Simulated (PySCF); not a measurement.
C₂H₇FS₂Si, SMILES CS[SiH](F)SC.

Coordinates come from a PBE-D3(BJ)/def2-SVP optimisation. Other conformers were not sampled.

Method: PBE-D3(BJ)/def2-SVP run with PySCF 2.14.0.

Frequencies are harmonic and unscaled.

Computed harmonic wavenumbers and intensities:
| mode | ν (cm⁻¹) | IR (km/mol) | moving atoms (share of kinetic energy) |
|---|---|---|---|
| 1 | 49 | 1.3 | C 41 %, H 23 %, S 15 %, F 15 % |
| 2 | 67 | 1.2 | C 41 %, S 30 %, H 23 % |
| 3 | 82 | 0.0 | H 92 % |
| 4 | 96 | 0.1 | H 95 % |
| 5 | 118 | 1.3 | S 46 %, C 24 %, H 14 %, Si 10 % |
| 6 | 145 | 1.9 | C 35 %, H 24 %, F 24 %, S 12 % |
| 7 | 224 | 6.2 | F 42 %, S 33 %, C 12 % |
| 8 | 233 | 0.2 | S 43 %, C 22 %, H 16 %, Si 12 % |
| 9 | 276 | 5.1 | F 34 %, Si 31 %, S 22 %, C 9 % |
| 10 | 493 | 23.6 | S 47 %, Si 43 % |
| 11 | 556 | 87.7 | Si 53 %, S 36 %, H 10 % |
| 12 | 687 | 9.1 | C 59 %, S 32 %, H 9 % |
| 13 | 688 | 4.2 | C 59 %, S 32 %, H 9 % |
| 14 | 743 | 187.0 | H 85 %, Si 11 % |
| 15 | 794 | 47.8 | H 84 %, F 13 % |
| 16 | 877 | 161.3 | Si 45 %, F 45 %, H 10 % |
| 17 | 927 | 9.9 | H 83 %, C 14 % |
| 18 | 934 | 0.8 | H 83 %, C 15 % |
| 19 | 936 | 8.7 | H 82 %, C 16 % |
| 20 | 944 | 10.3 | H 81 %, C 16 % |
| 21 | 1279 | 5.6 | H 87 %, C 12 % |
| 22 | 1282 | 4.9 | H 87 %, C 12 % |
| 23 | 1394 | 9.7 | H 96 % |
| 24 | 1395 | 10.1 | H 96 % |
| 25 | 1406 | 5.1 | H 95 % |
| 26 | 1408 | 14.1 | H 95 % |
| 27 | 2151 | 106.0 | H 97 % |
| 28 | 2982 | 18.0 | H 98 % |
| 29 | 2985 | 16.3 | H 98 % |
| 30 | 3091 | 2.8 | H 90 %, C 10 % |
| 31 | 3093 | 2.7 | H 90 %, C 10 % |
| 32 | 3103 | 1.0 | H 90 %, C 10 % |
| 33 | 3103 | 0.4 | H 90 %, C 10 % |
